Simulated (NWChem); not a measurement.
# BeBr2; SMILES [Br][Be][Br]

```xyz
3

Be     0.0000     0.0000     0.0000
Br     1.4375     0.3209    -1.2823
Br    -1.4375    -0.3209     1.2823
```
Atoms are numbered in this order, from 1.

STO-3G and 3-21G are far too small for this property and stand as cheap habits. All runs use the structure optimised with PBE0/def2-SVP.

Spin-orbit effects, on the heavy nuclei and on their neighbours, are missing.

**Question.** Give the principal values of the shielding tensors (ppm) of Be1, Br2 from Hartree-Fock/STO-3G, GIAO (NWChem), with their diamagnetic and paramagnetic parts as GIAO splits them.

**Answer.** 
```tsv
atom	σ11	σ22	σ33	isotropic	diamagnetic	paramagnetic
Be1	65.8	65.8	170.9	100.8	154.9	-54.1
Br2	3104.1	3217.4	3217.4	3179.6	3094.9	84.7
```
